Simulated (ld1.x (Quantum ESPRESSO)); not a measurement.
## What one change does to a pseudopotential (tellurium (Te), TM)

* Element: tellurium
* Generator: ld1.x (Quantum ESPRESSO) 7.5
* Type: norm-conserving Troullier–Martins (Kleinman–Bylander form)
* Functional: LDA (PZ)
* Relativity: scalar-relativistic
* Frozen core: [Kr]
* Valence charge: 16
* Reference configuration: 4d10 5s2 5p4
* Partial waves: 5s (bound): rc 1.70 bohr; 5p (bound): rc 1.60 bohr; 4d (bound): rc 1.50 bohr
* Local potential: all-electron potential smoothed inside 1.20 bohr (lloc = -1)
* Core correction: none

Change: type TM semilocal; local potential the p channel.

Cutoffs: the cutoffs (Ry, on a coarse ladder) from which the occupation-weighted sum of valence levels, in a spherical-Bessel basis at the reference potential, stays within 10 and 1 mRy of its value at 400 Ry; they do not see the model core or the augmentation charge, which bear on the density cutoff. Errors are all-electron minus pseudo energies relative to the spin-unpolarised reference configuration.

Predict the effect on cutoff, ghosts and configuration errors.

The potential gets neither clearly harder nor softer (100 Ry and 160 Ry → 100 Ry and 160 Ry); the bound ghost in p, s disappears; of the 9 tests that both files solve, the error grows in 4 and shrinks in 2 by more than 15 % and 0.3 meV (median size 6.4 → 11.1 meV); the range in which the s phases agree widens (upper end 2.9 → 4.2); the range in which the p phases agree narrows (upper end at the end of the scan → 0.4). A semilocal file is local in each channel, so a ghost entry of none says nothing of the separable form that plane-wave codes build from it.

```tsv
quantity	base	changed
cutoff, loose	100 Ry	100 Ry
cutoff, tight	160 Ry	160 Ry
loose cutoff by channel (10 mRy a level)	s 21 Ry, p 40 Ry, d 80 Ry	s 21 Ry, d 80 Ry, p 35 Ry
bound ghosts	s, p	none
error for 4d10 5s2 5p3, meV [ΔE 9.92 eV]	-4.2	+2.2
error for 4d10 5s2 5p2, meV [ΔE 28.09 eV]	-11	+15
error for 4d10 5s2 5p1, meV [ΔE 55.32 eV]	-5.4	+35
error for 4d10 5s2 5p3.5, meV [ΔE 3.98 eV]	-1.5	0.0
error for 4d10 5s0 5p6, meV [ΔE 18.92 eV]	-6.6	+11
error for 4d10 5s2 5p4.3, meV [ΔE -1.52 eV]	+0.2	+0.6
error for 4d10 5s2 5p0, meV [ΔE 92.23 eV]	+42	+36
error for 4d10 5s2 5p4 (spin-polarised), meV [ΔE -0.48 eV]	+6.4	+7.2
error for 4d10 5s2 5p3 (spin-polarised), meV [ΔE 8.60 eV]	+19	+20
s: phases at 1.85 bohr within 0.05 rad from the reference energy up to (Ry; the scan ends near 5)	2.9	4.2
p: phases at 1.85 bohr within 0.05 rad from the reference energy up to (Ry; the scan ends near 5)	to the end of the scan	0.4
d: phases at 1.85 bohr within 0.05 rad from the reference energy up to (Ry; the scan ends near 5)	3.0	2.3
```

 A true bound ghost makes a file unfit for plane-wave use even where its test errors are small: the radial tests pick states by their node count and pass the ghost by.
